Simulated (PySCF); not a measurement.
Molecule: C3H2F3, charge 0, multiplicity 2. It need not be the lowest isomer of its formula. SMILES: FC(C=[CH])(F)F
Structure (B3LYP-D3(BJ)/def2-TZVP (Ansatz) minimum search):
```xyz
8

C      2.1440    -0.0380     0.0447
C      0.9999    -0.5691     0.3623
C     -0.3300     0.0187    -0.0148
F     -0.2238     1.1541    -0.7169
F     -1.0458    -0.8553    -0.7553
F     -1.0640     0.2858     1.0872
H      3.1942    -0.2356     0.1774
H      0.9240    -1.4945     0.9346
```
Charge 0, spin multiplicity 2.

Dispersion corrections to the total energy (kcal/mol) from the dftd3 and dftd4 libraries through PySCF: D3(BJ) without and D4 with the three-body term, each with the damping fitted for the functional named.

```
functional  D3(BJ)      D4
----------  ------  ------
LC-wPBE      -2.64   -3.45
HF               …  -12.52
revPBE       -7.84  -11.38
PW6B95       -1.33   -2.74
B2GP-PLYP    -1.64   -1.28
BP86             …   -4.03
B2PLYP           …   -2.18
```

Q: Fill in the missing entries.

A: 
- HF, D3(BJ): -25.53
- BP86, D3(BJ): -4.46
- B2PLYP, D3(BJ): -2.26
